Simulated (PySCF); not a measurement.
NMR problem set

Computed data (PySCF 2.14): σ from GIAO-PBE0/pcSseg-1, GFN2-xTB structure, J: B3LYP/pcJ-1. One conformer, averaged over atoms made equivalent by symmetry, fast rotation or ring inversion, non-relativistic, no solvent.

References, each an isolated molecule treated in the same way: TMS for ¹H (σref 31.72) and ¹³C (σref 186.93). Multiplet labels drop J under 1 Hz and among equivalent protons, and merge close values. Unscaled 3J(H,H) run several per cent high. Where no couplings were computed, multiplicities follow the n + 1 count of equivalent neighbours, and m marks all less simple cases (inequivalent or close neighbours, rings, F or P nearby). One-bond C–F couplings are unscaled and too large by tens of Hz. Shifts are as computed. Against solution values, carbons near 30 ppm lie about +3 ppm off and those near 130 ppm about +5 ppm. Of 1211 compounds with measured shifts, 218 miss one by over three times the rms of a fit or turn the order of signals round; such compounds aren't used in these exercises.

Q: C11H7N. ¹H NMR (400 MHz, computed): δ 9.01 (d, 2H), 7.49 (d, 2H), 6.43 (m, 1H), 6.40 (m, 1H), 2.76 (s, 1H). ¹³C{¹H} NMR (computed): δ 156.0 (CH), 143.7 (CH2), 134.8 (C), 131.3 (CH), 118.7 (C), 101.3 (C), 98.3 (C), 88.4 (CH), 85.3 (C). What is it?

A: SMILES C#CC(=C)C#Cc1ccncc1. Rings plus π bonds: 9 (1 ring in the answer). 9 carbon signals for 11 carbons: some carbons are equivalent by symmetry or fast rotation. Carbon types of the structure: 5 × C, 5 × CH, 1 × CH2, which accounts for all hydrogens. δC 143.7: terminal =CH2 carbon; an sp2 carbon of a C=C bond. δC 131.3: aromatic CH; the aromatic region. δC 118.7: fully substituted alkene carbon; an sp2 carbon of a C=C bond. δC 88.4: terminal alkyne carbon; the triple bond shields along its axis, which puts it between sp3 and sp2 carbons.

This is the structure that produced the data.

Q: C4H3FO. ¹H NMR (500 MHz, computed): δ 7.52 (dd, J = 5.4, 1.7 Hz, 1H), 7.32 (ddd, J = 2.7, 2.4, 1.7 Hz, 1H), 6.59 (d, J = 2.4 Hz, 1H). ¹³C{¹H} NMR (computed): δ 165.3 (d, J = 320.8 Hz), 145.5 (d, J = 5.3 Hz), 131.6 (d, J = 24.3 Hz), 109.5 (d, J = 13.9 Hz). What is it?

A: SMILES Fc1ccoc1. The formula gives 3 degrees of unsaturation (1 ring in the answer). 4 carbon signals for 4 carbons: no two carbons are equivalent. Carbon types of the structure: 1 × C, 3 × CH, which accounts for all hydrogens. δC 165.3: aromatic carbon bearing fluorine; an ipso carbon deshielded by its heteroatom. δC 145.5, 131.6: aromatic CH next to the ring oxygen. δC 109.5: aromatic CH. δH 7.52, 7.32: hydrogen on an aromatic CH next to the ring oxygen; aromatic region.

The data come from this structure; uniqueness wasn't tested.
